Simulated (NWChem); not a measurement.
System: 1,2,4-triazole (C2H3N3); SMILES c1nc[nH]n1

Input file for NWChem:

```
start job
memory heap 200 mb stack 900 mb global 1100 mb
geometry units angstroms noautoz
  C      1.058512     0.354300     0.000000
  N      0.008958     1.211943     0.000000
  C     -1.026327     0.403248     0.000000
  N     -0.600611    -0.874802     0.000000
  N      0.733222    -0.924497     0.000000
  H      2.098416     0.679785     0.000000
  H     -2.078884     0.686061     0.000000
  H     -1.143883    -1.729721     0.000000
end
basis spherical
  C library def2-svp
  N library def2-svp
  H library def2-svp
end
dft
  xc r2scan
  iterations 200
  convergence diis 3
end
task dft gradient
```

NWChem printed, in part:

```
             Northwest Computational Chemistry Package (NWChem) 7.3.0
             --------------------------------------------------------

 CS  symmetry detected

                             Geometry "geometry" -> ""
                             -------------------------

 Output coordinates in angstroms (scale by  1.889725989 to convert to a.u.)

  No.       Tag          Charge          X              Y              Z
 ---- ---------------- ---------- -------------- -------------- --------------
    1 C                    6.0000     1.10896555     0.10624784     0.00000000
    2 N                    7.0000     0.27860051     1.17751299     0.00000000
    3 C                    6.0000    -0.91173590     0.62172358     0.00000000
    4 N                    7.0000    -0.78363027    -0.71925922     0.00000000
    5 N                    7.0000     0.50504523    -1.06695956     0.00000000
    6 H                    1.0000     2.19538527     0.19011082     0.00000000
    7 H                    1.0000    -1.87400208     1.13348838     0.00000000
    8 H                    1.0000    -1.50486934    -1.43048716     0.00000000

 Effective nuclear repulsion energy (a.u.)     166.2246636580

      Symmetry information
      --------------------

 Group name             Cs
 Group number              2
 Group order               2
 No. of unique centers     8

                                 NWChem DFT Module
                                 -----------------

 Summary of "ao basis" -> "ao basis" (spherical)
 ------------------------------------------------------------------------------
       Tag                 Description            Shells   Functions and Types
 ---------------- ------------------------------  ------  ---------------------
 C                          def2-svp                 6       14   3s2p1d
 N                          def2-svp                 6       14   3s2p1d
 H                          def2-svp                 3        5   2s1p

      Symmetry analysis of basis
      --------------------------

        a'         62
        a"         23

            General Information
            -------------------
          SCF calculation type: DFT
          Wavefunction type:  closed shell.
          No. of atoms     :     8
          No. of electrons :    36
           Alpha electrons :    18
            Beta electrons :    18
          Charge           :     0
          Spin multiplicity:     1
          Use of symmetry is: on ; symmetry adaption is: on
          Maximum number of iterations: 200
          AO basis - number of functions:    85
                     number of shells:    39
          Convergence on energy requested:  1.00D-06
          Convergence on density requested:  1.00D-05
          Convergence on gradient requested:  5.00D-04

              XC Information
              --------------
                      r^2SCAN Method XC Functional
               r^2SCAN metaGGA Exchange Functional  1.000
                     r^2SCAN Correlation Potential  1.000

             Grid Information
             ----------------
          Grid used for XC integration:  medium
          Radial quadrature: Mura-Knowles
          Angular quadrature: Lebedev.
          Tag              B.-S. Rad. Rad. Pts. Rad. Cut. Ang. Pts.
          ---              ---------- --------- --------- ---------
          C                   0.70       49           9.0       434
          N                   0.65       49           9.0       434
          H                   0.35       45          11.0       434
          Grid pruning is: on
          Number of quadrature shells:   380
          Spatial weights used:  Erf1

      Superposition of Atomic Density Guess
      -------------------------------------

 Sum of atomic energies:        -239.48000286

      Non-variational initial energy
      ------------------------------

 Total energy =    -242.769087
 1-e energy   =    -653.178425
 2-e energy   =     244.184675
 HOMO         =      -0.280900
 LUMO         =       0.042404

      Symmetry analysis of molecular orbitals - initial
      -------------------------------------------------

  Numbering of irreducible representations:

     1 a'          2 a"

  Orbital symmetries:

     1 a'          2 a'          3 a'          4 a'          5 a'
     6 a'          7 a'          8 a'          9 a'         10 a'
    11 a'         12 a"         13 a'         14 a'         15 a'
    16 a"         17 a'         18 a"         19 a"         20 a"
    21 a'         22 a'         23 a'         24 a'         25 a'
    26 a'         27 a'         28 a'

   convergence    iter        energy       DeltaE   RMS-Dens  Diis-err
 ---------------- ----- ----------------- --------- --------- ---------
 d= 0,ls=0.0,diis     1   -241.8621831793 -4.08D+02  1.52D-02  6.27D-01
 d= 0,ls=0.0,diis     2   -241.7409453361  1.21D-01  1.07D-02  1.71D+00
 d= 0,ls=0.0,diis     3   -241.9312069034 -1.90D-01  2.77D-03  7.97D-02
  Resetting Diis
 d= 0,ls=0.0,diis     4   -241.9379748520 -6.77D-03  1.34D-03  1.97D-02
 d= 0,ls=0.0,diis     5   -241.9401036557 -2.13D-03  1.30D-03  3.01D-03
 d= 0,ls=0.0,diis     6   -241.9383720038  1.73D-03  9.56D-04  1.70D-02
 d= 0,ls=0.0,diis     7   -241.9404497563 -2.08D-03  1.17D-04  1.82D-04
 d= 0,ls=0.0,diis     8   -241.9404703927 -2.06D-05  3.51D-05  1.06D-05
 d= 0,ls=0.0,diis     9   -241.9404712307 -8.38D-07  1.62D-05  3.62D-06
 d= 0,ls=0.0,diis    10   -241.9404715948 -3.64D-07  1.21D-05  5.48D-07
 d= 0,ls=0.0,diis    11   -241.9404715179  7.69D-08  9.73D-06  1.14D-06

         Total DFT energy =     -241.940471517850
      One electron energy =     -655.854396135311
           Coulomb energy =      280.230076169943
    Exchange-Corr. energy =      -32.540815210474
 Nuclear repulsion energy =      166.224663657992

 Numeric. integr. density =       35.999990199691

                  Occupations of the irreducible representations
                  ----------------------------------------------

                     irrep           alpha         beta
                     --------     --------     --------
                     a'               15.0         15.0
                     a"                3.0          3.0

                       DFT Final Molecular Orbital Analysis
                       ------------------------------------

 Vector   16  Occ=2.000000D+00  E=-2.853631D-01  Symmetry=a"
              MO Center=  1.2D-02,  3.4D-01,  1.3D-15, r^2= 2.0D+00
   Bfn.  Coefficient  Atom+Function         Bfn.  Coefficient  Atom+Function
  ----- ------------  ---------------      ----- ------------  ---------------
    20      0.423875  2 N  pz                48     -0.350913  4 N  pz
    23     -0.294534  2 N  pz                51      0.279981  4 N  pz
     6     -0.201075  1 C  pz                62     -0.169963  5 N  pz
    34     -0.151423  3 C  pz                 9     -0.129477  1 C  pz
    65      0.122162  5 N  pz                37     -0.104012  3 C  pz

 Vector   17  Occ=2.000000D+00  E=-2.536591D-01  Symmetry=a"
              MO Center=  1.4D-01, -2.4D-01, -1.8D-15, r^2= 2.1D+00
   Bfn.  Coefficient  Atom+Function         Bfn.  Coefficient  Atom+Function
  ----- ------------  ---------------      ----- ------------  ---------------
    62      0.371380  5 N  pz                34      0.336614  3 C  pz
     6     -0.332471  1 C  pz                65     -0.274778  5 N  pz
    37      0.235837  3 C  pz                 9     -0.227114  1 C  pz
    48     -0.217162  4 N  pz                51      0.164859  4 N  pz
    20     -0.056824  2 N  pz                23      0.036907  2 N  pz

 Vector   18  Occ=2.000000D+00  E=-2.461228D-01  Symmetry=a'
              MO Center=  3.6D-01,  5.2D-01,  2.3D-15, r^2= 2.4D+00
   Bfn.  Coefficient  Atom+Function         Bfn.  Coefficient  Atom+Function
  ----- ------------  ---------------      ----- ------------  ---------------
    19      0.460087  2 N  py                61      0.341374  5 N  py
    22     -0.318862  2 N  py                64     -0.242657  5 N  py
    17     -0.203817  2 N  s                  5      0.183217  1 C  py
    16     -0.173881  2 N  s                 30      0.161002  3 C  s
    45     -0.160909  4 N  s                 44     -0.123040  4 N  s

 Vector   19  Occ=0.000000D+00  E=-2.492715D-02  Symmetry=a"
              MO Center= -2.9D-01, -7.8D-02, -1.7D-14, r^2= 2.4D+00
   Bfn.  Coefficient  Atom+Function         Bfn.  Coefficient  Atom+Function
  ----- ------------  ---------------      ----- ------------  ---------------
    37      0.503189  3 C  pz                51     -0.439266  4 N  pz
    34      0.422945  3 C  pz                65      0.404788  5 N  pz
    48      0.375764  4 N  pz                62     -0.364781  5 N  pz
     9     -0.239487  1 C  pz                 6     -0.205100  1 C  pz
    23     -0.203946  2 N  pz                20      0.169161  2 N  pz

[...]

                         DFT ENERGY GRADIENTS

    atom               coordinates                        gradient
                 x          y          z           x          y          z
   1 C       2.095641   0.200779   0.000000   -0.006186  -0.003516   0.000000
   2 N       0.526479   2.225177   0.000000   -0.003093  -0.007155   0.000000
   3 C      -1.722931   1.174887   0.000000    0.006783  -0.004829   0.000000
   4 N      -1.480846  -1.359203   0.000000    0.006287   0.003186   0.000000
   5 N       0.954397  -2.016261   0.000000   -0.005024   0.010813   0.000000
   6 H       4.148677   0.359257   0.000000   -0.000630   0.000073   0.000000
   7 H      -3.541350   2.141982   0.000000    0.000620  -0.000246   0.000000
   8 H      -2.843791  -2.703229   0.000000    0.001243   0.001674   0.000000
```

Level: r2SCAN/def2-SVP. All runs use the structure optimised with PBE0/def2-SVP.
